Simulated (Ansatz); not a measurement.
`N#C[SiH](F)F` + `N[SiH2]F` → `F[SiH2]N[SiH](F)F` + `C#N`  (ligand exchange at the Si–C bond)

Program: Ansatz. Geometries: PBE0-D4/def2-TZVP. ΔE: electronic, gas phase. CCSD(T)/CBS adds triple-zeta CCSD(T) − MP2 to the extrapolated MP2 energy (def2 sets, frozen cores). This one scheme is used for every species. Functionals use def2-TZVPP. One conformer a species, not always the lowest.

```json
{"level": "r2SCANh", "ΔE (kcal/mol)": "-11.7"}
{"level": "RPA@PBE/def2-TZVPP", "ΔE (kcal/mol)": "-11.5"}
```

Q: What does CCSD(T)/CBS give? (Best estimate.)

A: Ansatz gave: -12.3 kcal/mol. The listed levels differ from it by 0.6, 0.8 kcal/mol.

Largest T1 diagnostic among the species: 0.014.

From PBE to PBE0 (25 % exact exchange), in def2-TZVPP and without D4, ΔE moves by −1.1 kcal/mol. Leaving LDA and LC-ωPBE aside and taking each functional with its dispersion term where it has one, the values, not all of them listed here, spread over 2.4 kcal/mol, from BHLYP-D4 to PBE-D4. LDA lies −2.2 kcal/mol from PBE without D4. The D4 term adds −1.4 kcal/mol with B3LYP and −0.8 kcal/mol with PBE0; it sums over pairs of atoms, weighted by their polarisabilities, and B3LYP, whose exchange is more repulsive, gets the larger term.

B3LYP here is the variant with VWN-RPA as its local correlation; programs differ in this.
